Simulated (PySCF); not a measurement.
From one molecule to another.

First species: C₆H₈O₂.
Atom-mapped SMILES: `[CH3:1]/[CH:2]=[CH:3]\[CH:4]=[CH:5]\[C:6](=[O:7])[OH:8]` (hydrogens: H9, H10, H11 on C1; H12 on C2; H13 on C3; H14 on C4; H15 on C5; H16 on O8)

Second species: C6H8O2.
Geometry (GFN2-xTB, Å), atoms numbered from 1 in this order:
```
atom  x, y, z in Å
C1     3.2708    0.0896    0.5982
C2     2.3232   -0.2038   -0.2706
C3     1.0212    0.5266   -0.3666
C4    -0.1604   -0.4098   -0.2322
O5    -0.1241   -1.6079   -0.2678
O6    -1.2928    0.3077   -0.0748
C7    -2.4849   -0.3668    0.0564
C8    -3.6265    0.2836    0.1728
H9     4.1948   -0.4604    0.6385
H10    3.1654    0.8975    1.3044
H11    2.4401   -1.0241   -0.9645
H12    0.9411    1.3034    0.3957
H13    0.9316    1.0101   -1.3453
H14   -2.3938   -1.4455    0.0547
H15   -4.5517   -0.2499    0.2770
H16   -3.6617    1.3583    0.1669
```

Levels: PBE0/def2-SVPD for dipole moment, HOMO energy, LUMO energy, HOMO–LUMO gap, static isotropic polarisability and electronic spatial extent ⟨r²⟩ about the centre of nuclear charge; TDDFT PBE0/def2-SVPD for lowest singlet excitation; TDA PBE0/def2-SVPD for lowest triplet excitation (Tamm–Dancoff); GFN2-xTB for rotational constant A and rotational constant C. Geometries: GFN2-xTB. All species are isolated and taken at one optimised geometry, non-relativistic unless stated; the electronic structure was computed with PySCF and density fitting.

The conformers computed, where there is a choice (atom-mapped SMILES and torsion angles):
- `[CH3:1]/[CH:2]=[CH:3]\[CH:4]=[CH:5]\[C:6](=[O:7])[OH:8]`: C2–C3–C4–C5 180°, C4–C5–C6–O7 180°, H–O8–C6–C5 180°
- `[CH2:1]=[CH:2][CH2:3][C:4](=[O:5])[O:6][CH:7]=[CH2:8]`: C1–C2–C3–C4 -124°, C2–C3–C4–O5 -12°, C3–C4–O6–C7 180°, C4–O6–C7–C8 -178°

```tsv
property	column X	column Y
dipole moment	1.76 D	3.82 D
HOMO energy	-7.52 eV	-7.06 eV
LUMO energy	-0.55 eV	-1.95 eV
HOMO–LUMO gap	6.97 eV	5.11 eV
lowest singlet excitation	5.78 eV	4.52 eV
lowest triplet excitation (Tamm–Dancoff)	4.23 eV	2.74 eV
static isotropic polarisability	82.1 au	93.1 au
electronic spatial extent ⟨r²⟩ about the centre of nuclear charge	1351 bohr²	1466 bohr²
rotational constant A	7.177 GHz	5.966 GHz
rotational constant C	0.848 GHz	0.743 GHz
```

Problem. Which column belongs to which species?

Solution. Column X is the second species and column Y the first. The first has 16 atoms and 60 electrons, the second 16 and 60.

Problem. How does each property change from the first species to the second?

Solution. dipole moment -2.06 D; HOMO energy -0.46 eV; LUMO energy +1.40 eV; HOMO–LUMO gap +1.86 eV; lowest singlet excitation +1.26 eV; lowest triplet excitation (Tamm–Dancoff) +1.49 eV; static isotropic polarisability -11.0 au; electronic spatial extent ⟨r²⟩ about the centre of nuclear charge -115 bohr²; rotational constant A +1.211 GHz; rotational constant C +0.105 GHz.

On the first: The polarisability is 13.80 Å³ as a volume (1 au = 0.148185 Å³), or 1.55 au for each of the 60 electrons.

On the second: The dipole equals about 5.9 × 10⁻³⁰ C·m (1 D = 3.33564 × 10⁻³⁰ C·m). No computed singlet falls in the visible range (750 to 380 nm, 1.65 to 3.26 eV); S1 lies 2.52 eV above its blue end.
